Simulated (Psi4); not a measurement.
Noncovalent pair: H2S (SMILES S) (first 3 atoms) with CH4O (SMILES CO); geometry from B3LYP-D3(BJ)/def2-TZVP, rigid monomers moved along the line of their centres of mass till S1···C4 is 6.70 Å.
(charge 0, multiplicity 1):
```xyz
9

S      0.0804     1.4955    -0.1962
H      1.2980     0.9304    -0.2127
H     -0.5319     0.3249    -0.4357
C      0.2244    -1.0060     6.0218
O      0.3119    -1.6669     7.2776
H     -0.7920    -0.6654     5.7992
H      0.5145    -1.7304     5.2626
H      0.9022    -0.1487     5.9534
H      0.0590    -1.0478     7.9692
```

These are SAPT0/jun-cc-pV(D+d)Z (Psi4) values and carry that method's errors.

Task: Give the four SAPT terms and the total, and say what mostly holds the pair together.

Result: electrostatics -3.6, exchange 0.0, induction -0.1, dispersion -0.8, total -4.5 meV; the largest attraction is electrostatics.
